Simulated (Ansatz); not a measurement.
`[CH3][Al]([SiH3])[SH]` + HCl → `[CH3][Al]([SH])[Cl]` + SiH₄  (cleavage of the Al–Si bond)

Calculated with Ansatz (gas phase, PBE0-D4/def2-TZVP geometries, no zero-point term in ΔE). CCSD(T)/CBS is the MP2 limit (def2-TZVPP, def2-QZVPP) plus CCSD(T) − MP2 in def2-TZVPP, frozen cores. This one scheme is used for every species. Functionals use def2-TZVPP. B3LYP here is the variant with VWN-RPA as its local correlation; programs differ in this. HSE06 is defined as in plane-wave codes. One conformer a species, not always the lowest.

| level | ΔE (kcal/mol) | difference from CCSD(T)/CBS |
| --- | --- | --- |
| revPBE-D4 | -34.9 | 4.1 |
| B97M-V | -39.3 | -0.3 |
| B3LYP-D4 | -39.0 | 0.0 |
| HSE06-D4 | -36.2 | 2.8 |
| PBE0 | -36.5 | 2.5 |
| r2SCAN0 | -39.7 | -0.7 |
| LC-ωPBE | -38.2 | 0.8 |
| CCSD/def2-SVP | -40.3 | -1.3 |
| CCSD/def2-TZVPP | -38.9 | 0.1 |
| MP2/CBS(def2) | -41.7 | -2.7 |
| CCSD(T)/CBS | -39.0 | 0 |

Largest T1 diagnostic among the species: 0.012.

From PBE to PBE0 (25 % exact exchange), in def2-TZVPP and without D4, ΔE moves by −1.7 kcal/mol. In def2-TZVPP, CCSD(T) changes the Hartree–Fock value by +5.7 kcal/mol (the triples alone add +0.6 kcal/mol) and MP2 by +3.0 kcal/mol. Leaving LDA and LC-ωPBE aside and taking each functional with its dispersion term where it has one, the values, not all of them listed here, spread over 6.4 kcal/mol, from BHLYP-D4 to PBE-D4.

CCSD(T)/CBS has its own doubt, a few kJ/mol and more with outer-core shells, so smaller differences from it don't rank the levels.
